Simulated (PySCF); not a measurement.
## Spinor energies of Sc(2+) (scandium, charge +2)

Start: [Ar] 3d1; 3d5/2 filled at m_j = +5/2. Calculated with PySCF 2.14 in x2c-TZVPall-2c with one added diffuse shell each of s, p, d type (7s8p5d1f, 63 functions): generalised Hartree-Fock with the X2C-1e Hamiltonian and a Gaussian nucleus; one run each with spin-orbit coupling (SO) switched off, then screened by Boettger's factors. This is a chosen level, not necessarily the ground level.

| spinor shell | electrons | ε, spin-free (eV) | ε, screened SO (eV) | weight of nominal j (screened SO) | rms radius, screened SO (bohr) |
| --- | --- | --- | --- | --- | --- |
| 1s1/2 | 2 | -4554.8 | -4554.8 | 1.000 | 0.0844 |
| 2s1/2 | 2 | -539.29 | -539.29 | 1.000 | 0.370 |
| 2p1/2 | 2 | -442.04 | -445.17 | 0.998 | 0.338 |
| 2p3/2 | 4 | -442.04 | -440.51 | 0.999 | 0.341 |
| 3s1/2 | 2 | -85.511 | -85.516 | 1.000 | 1.15 |
| 3p3/2 | 4 | -57.999 | -58.279 | 0.855 | 1.26 |
| 3p1/2 | 2 | -57.999 | -57.457 | 0.709 | 1.26 |
| 3d5/2 | 1 | -24.500 | -24.488 | 1.000 | 1.74 |

```
   quantity   spin-free  screened SO
E (hartree)  -762.62517   -762.62945
        M_J         5/2          5/2
       ⟨J²⟩       8.754        8.754
       ⟨L²⟩       6.003        6.003
       ⟨S²⟩       0.751        0.751
```

Each row is a mean over spinors that exchange with the open shell spreads, by up to 4.433 eV (3p3/2).

Rows whose weight is well below 1 are mixtures of j = l ± 1/2: exchange outweighs spin-orbit coupling there, and the label is only the starting occupation.

Without spin-orbit coupling the j labels of p, d and f shells carry no meaning; the spin-free column gives the mean over the occupied spinors of each nl shell.
